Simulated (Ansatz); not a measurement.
**One arrangement of a pair**

The pair of Li⁺ (SMILES [Li+], atom 1) and CH₄S (SMILES CS, atoms 2–7), both closed shells, in one local arrangement (a lower one may exist), relaxed at PBE0-D4/def2-TZVP:

| atom | x (Å) | y (Å) | z (Å) |
| --- | --- | --- | --- |
| Li1 | 0.2243 | -0.1707 | -2.6963 |
| C2 | -0.3745 | 0.3453 | 0.6629 |
| S3 | 0.1803 | -0.9553 | -0.4735 |
| H4 | 0.1532 | 1.2816 | 0.5000 |
| H5 | -0.2300 | -0.0077 | 1.6817 |
| H6 | -1.4408 | 0.4767 | 0.4826 |
| H7 | 1.4874 | -0.9699 | -0.1576 |

Program: Ansatz 0.2.0. Basis: def2-TZVPPD, with def2-QZVPPD for the basis limit. Cores are frozen in the correlated methods. The outer core shell of Li, Na, Mg and K is correlated. B3LYP uses VWN-RPA correlation. Extrapolation: Hartree–Fock as exp(−7.88 √X), correlation as X^−2.97. Interaction energies count from these two fragments, frozen as in the pair, with the counterpoise correction; negative means bound.

What is the interaction energy by CCSD(T) at an estimated basis limit (MP2 extrapolated from triple and quadruple zeta, plus CCSD(T) − MP2 in triple zeta)? (An estimate is asked for; the value comes from the calculation.)

By the calculation: -28.33 kcal/mol. Hartree–Fock alone gives -28.88 kcal/mol at the basis limit. It counts from the two fragments frozen as in the pair.

The same quantity by other methods in triple zeta, and each one's difference from that estimate:
| method | E_int (kcal/mol) | difference |
| --- | --- | --- |
| PBE-D4 | -30.25 | -1.92 |
| revPBE-D4 | -29.54 | -1.21 |
| BLYP-D4 | -30.02 | -1.69 |
| r2SCAN-D4 | -28.09 | 0.25 |
| B97M-V | -28.39 | -0.06 |
| PBE0-D4 | -30.24 | -1.91 |
| B3LYP-D4 | -30.23 | -1.90 |
| HSE06-D4 | -30.25 | -1.92 |
| wB97X-V | -29.39 | -1.06 |
| wB97M-V | -28.98 | -0.65 |
| B2PLYP | -29.21 | -0.88 |
| HF | -28.53 | -0.20 |
| MP2 | -27.49 | 0.84 |
| CCSD | -27.53 | 0.80 |
| CCSD(T) | -27.41 | 0.92 |
Differences are method less estimate.

Which atoms make the shortest contact between the fragments?

Li1 and S3, 2.36 Å apart.

Energy to bend the free fragments (PBE0-D4 minima) into their shapes in the pair, CCSD(T)/def2-TZVPPD: CH₄S 0.25 kcal/mol. This must be added to the interaction energy to get the binding energy from relaxed fragments.

Basis-set superposition shift (counterpoise-corrected less uncorrected): CCSD(T) 0.33; MP2 0.31; HF 0.03; PBE0-D4 0.04; wB97M-V 0.06 kcal/mol.

The T1 diagnostic stays at or below 0.010.

For scale, one of the runs: CCSD(T)/def2-TZVPPD, 178 basis functions, launched by `ansatz run in.yaml --threads 2 --pin off --events-out ev --progress --plain --max-ram 5222MiB`. Hardware: 2 CPU threads of an Arm Neoverse V1, shared host. Wall time 21 s; peak host memory 1.6 GiB.
